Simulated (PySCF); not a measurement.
Compound: C3H7ClSi.
Cartesian coordinates in Å at the PBE0-D3(BJ)/def2-SVP level; atoms count from 1:
```xyz
12
C3H7ClSi angstrom
Si    -1.705    0.105   -0.250
C     -0.183   -0.165    0.853
C      1.031    0.464    0.266
C      1.910   -0.124   -0.549
Cl     1.786   -1.779   -1.039
H     -2.908   -0.521    0.381
H     -1.957    1.569   -0.414
H     -1.477   -0.503   -1.594
H     -0.044   -1.252    0.969
H     -0.407    0.257    1.846
H      1.218    1.521    0.486
H      2.777    0.391   -0.968
```

Jobs on this species (12 atoms, 56 electrons) with PySCF (density fitting). Hardware of each: one thread, Arm Neoverse V1 (aarch64), on a shared host. Times come from a shared host and carry two figures at best. Peak memory is the resident size of the whole Python process, interpreter and libraries included.

| level and settings | work | basis functions | SCF cycles | wall time | peak memory |
| --- | --- | --- | --- | --- | --- |
| delta-SCF UKS SCAN, pcX-2 on the ionised atom, pcseg-1 elsewhere, spin-free X2C | ΔSCF core ionisation, 7 holes | 155 | ? | ? | ? |
| delta-SCF UKS PBE, pcX-2 on the ionised atom, pcseg-1 elsewhere, spin-free X2C | ΔSCF core ionisation, 7 holes | 155 | ? | ? | ? |
| delta-SCF UKS SCAN, def2-TZVP on the ionised atom, pcseg-1 elsewhere, spin-free X2C | ΔSCF core ionisation, 7 holes | 132 | ? | ? | ? |
| delta-SCF UKS SCAN, pcX-2 on the ionised atom, pcseg-1 elsewhere, non-relativistic | ΔSCF core ionisation, 7 holes | 155 | 110 | 42 s | 0.56 GiB |
| delta-SCF UKS PBE0, pcX-2 on the ionised atom, pcseg-1 elsewhere, spin-free X2C | ΔSCF core ionisation, 7 holes | 155 | 95 | 50 s | 0.65 GiB |
| delta-SCF UKS B3LYP, pcX-2 on the ionised atom, pcseg-1 elsewhere, spin-free X2C | ΔSCF core ionisation, 7 holes | 155 | 95 | 50 s | 0.65 GiB |
| delta-SCF UKS HF, pcX-2 on the ionised atom, pcseg-1 elsewhere, spin-free X2C | ΔSCF core ionisation, 7 holes | 155 | 114 | 36 s | 0.56 GiB |
| delta-SCF UKS SCAN, pcX-1 on the ionised atom, pcseg-1 elsewhere, spin-free X2C | ΔSCF core ionisation, 7 holes | 135 | 109 | 36 s | 0.56 GiB |
| PBE0-D3(BJ)/def2-SVP, grid level 1 | geometry optimisation from a GFN2-xTB start shaken at random | 113 | 54 | 39 s | 0.47 GiB |

Question: Fill in the missing figures.

Answer: 
- delta-SCF UKS SCAN, pcX-2 on the ionised atom, pcseg-1 elsewhere, spin-free X2C; ΔSCF core ionisation, 7 holes: 44 s, 0.61 GiB, 110 SCF cycles
- delta-SCF UKS PBE, pcX-2 on the ionised atom, pcseg-1 elsewhere, spin-free X2C; ΔSCF core ionisation, 7 holes: 26 s, 0.56 GiB, 106 SCF cycles
- delta-SCF UKS SCAN, def2-TZVP on the ionised atom, pcseg-1 elsewhere, spin-free X2C; ΔSCF core ionisation, 7 holes: 40 s, 0.56 GiB, 109 SCF cycles

Question: What do all jobs in the table cost together?

Answer: About 6.0 min; the longest takes about 14 % of that, and about 1.9 times as long as the shortest.
